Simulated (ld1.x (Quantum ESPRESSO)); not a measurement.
**Before and after: TM potential for Hf (Z = 72)**

* Element: hafnium
* Generator: ld1.x (Quantum ESPRESSO) 7.5
* Type: norm-conserving Troullier–Martins (Kleinman–Bylander form)
* Functional: LDA (PZ)
* Relativity: scalar-relativistic
* Frozen core: [Xe] 4f14
* Valence charge: 4
* Reference configuration: 5d2 6s2 6p0
* Partial waves: 6s (bound): rc 2.15 bohr; 6p (bound, empty): rc 3.65 bohr; 5d (bound): rc 1.70 bohr
* Local potential: all-electron potential smoothed inside 2.45 bohr (lloc = -1)
* Core correction: Bessel-smoothed model core inside 1.70 bohr

Change: wave 6s (bound): rc 2.15 bohr becomes 6s (bound): rc 2.14 bohr.

Cutoffs: the cutoffs (Ry, on a coarse ladder) from which the occupation-weighted sum of valence levels, in a spherical-Bessel basis at the reference potential, stays within 10 and 1 mRy of its value at 400 Ry; they do not see the model core or the augmentation charge, which bear on the density cutoff. Errors are all-electron minus pseudo energies relative to the spin-unpolarised reference configuration.

How do hardness, ghosts and transferability respond?

The potential gets neither clearly harder nor softer (25 Ry and 45 Ry → 25 Ry and 50 Ry); both files keep a bound ghost (s); the number of tests that count goes from 9 to 8; of the 8 tests that both files solve, the error grows in 3 and shrinks in 0 by more than 15 % and 0.3 meV (median size 25.0 → 26.5 meV). That the errors move this way runs against the usual rule that smaller radii transfer better.

| quantity | base | changed |
| --- | --- | --- |
| cutoff, loose | 25 Ry | 25 Ry |
| cutoff, tight | 45 Ry | 50 Ry |
| bound ghosts | s | s |
| tests counted (converged, no solver errors) | 9 of 9 | 8 of 9 |
| error for 5d2 6s1 6p0, meV [ΔE 8.20 eV] | -17 | -19 |
| error for 5d2 6s0 6p0, meV [ΔE 22.70 eV] | -33 | -34 |
| error for 5d1 6s0 6p0, meV [ΔE 44.80 eV] | -298 | -308 |
| error for 5d2 6s0 6p1, meV [ΔE 12.99 eV] | -0.1 | -1.5 |
| error for 5d2 6s1.5 6p0, meV [ΔE 3.35 eV] | -5.3 | -6.4 |
| error for 5d1 6s2 6p0, meV [ΔE 6.73 eV] | -214 | -237 |
| error for 5d1 6s2 6p1, meV [ΔE 2.09 eV] | -185 | -202 |
| error for 5d2 6s1 6p0 (spin-polarised), meV [ΔE 7.06 eV] | -14 | -17 |
| s: phases at 3.97 bohr within 0.05 rad from the reference energy up to (Ry; the scan ends near 5) | 1.0 | 1.0 |
| p: phases at 3.97 bohr within 0.05 rad from the reference energy up to (Ry; the scan ends near 5) | 0.5 | 0.5 |
| d: phases at 3.97 bohr within 0.05 rad from the reference energy up to (Ry; the scan ends near 5) | 3.8 | 3.8 |

Changed file: Tests not counted: 5d2 6s2 6p0 (spin-polarised) (pseudo-atom not self-consistent, printed error +4.1 eV). A true bound ghost makes a file unfit for plane-wave use even where its test errors are small: the radial tests pick states by their node count and pass the ghost by. Where a test does run into it, the solver fails or the error is huge.
